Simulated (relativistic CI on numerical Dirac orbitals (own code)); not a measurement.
Au3+: 5p photoemission

Computed with this model: Dirac-Coulomb-Breit CI, orbitals from a KLI potential per configuration, QED by a radiative potential, valence Slater integrals scaled by 0.9, multiplet model of photoemission in the sudden approximation; configurations [Xe] 4f14 5d8 → [Kr] 4d10 4f14 5s2 5p5 5d8; 300 K; Lorentzian 1.5 eV and Gaussian 0.6 eV FWHM. Energies are those of the free ion, without screening or charge transfer. The energies are binding energies and can lie tens of eV above those of solids. S is read from ⟨S²⟩ = S(S + 1).

Field parameters in Wybourne normalisation: D4h B²₀ = −7Ds, B⁴₀ = 21(Dq − Dt), B⁴₄ = 21√(5/14) Dq; Oh B⁴₀ = 21Dq, B⁴₄ = √(5/14) B⁴₀; Td as Oh with Dq negative (B⁴₀ = 21Dq, B⁴₄ = √(5/14) B⁴₀). The field is a parameter set, without covalency.

Computed curve for Oh, 10Dq = 11500 cm⁻¹, scaled to 100 at the maximum (points under 2 are left out and the grid is thinned):

```csv
Energy (eV),Intensity
91.8,2.0
92.4,2.3
93.0,2.8
93.6,3.3
94.4,4.4
95.0,5.7
95.6,7.6
96.2,10.9
96.8,17.1
97.4,30.6
98.0,61.4
98.6,98.6
99.4,72.8
100.0,58.3
100.6,58.1
101.2,46.9
101.8,39.9
102.4,39.7
103.0,46.8
103.8,45.6
104.4,34.8
105.0,28.9
105.6,27.9
106.2,28.5
106.8,30.0
107.4,37.7
108.2,40.4
108.8,27.5
109.4,18.2
110.0,14.4
110.6,12.6
111.2,10.5
111.8,7.8
112.4,5.8
113.2,4.2
113.8,3.7
114.4,3.5
115.0,3.5
115.6,3.8
116.2,4.3
116.8,5.3
117.6,8.0
118.2,12.4
118.8,22.4
119.4,39.1
120.0,49.2
120.6,51.3
121.2,52.2
122.0,42.4
122.6,32.5
123.2,30.0
123.8,31.3
124.4,25.5
125.0,17.0
125.6,10.7
126.2,7.3
127.0,4.7
127.6,3.4
128.2,2.6
128.8,2.1
```

The ground state has S = 0.98, and the centroid lies at 108.45 eV.
